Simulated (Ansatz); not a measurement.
ZnTe2. Charge 0, multiplicity 1. Geometry B3LYP-D4/def2-TZVP; atoms count from 1.

```csv
atom,x (Å),y (Å),z (Å)
Zn1,0.756,-0.103,-1.083
Te2,-1.123,1.209,-0.089
Te3,0.367,-1.106,1.172
```

In the def2 sets Te takes a core potential; there is no spin–orbit coupling. At PBE0-D4/def2-TZVP a triplet of charge 0 lies 0.07 eV below the restricted singlet, each at its own geometry. The structure comes from a short search, and lower isomers may exist.

(1) Estimate the Mulliken populations from the PBE0/def2-TZVP orbitals of Ansatz.

(2) And the Mayer bond orders between bonded heavy atoms (over 0.3)?

Results:

(1) 
```
atom  charge (e)  d electrons
 Zn1        0.31        10.06
 Te2       -0.16            –
 Te3       -0.16            –
```
Mulliken values and Mayer orders depend strongly on the basis.

(2) Zn1–Te2 1.12 (2.50 Å); Zn1–Te3 1.12 (2.50 Å); Te2–Te3 1.01 (3.03 Å).
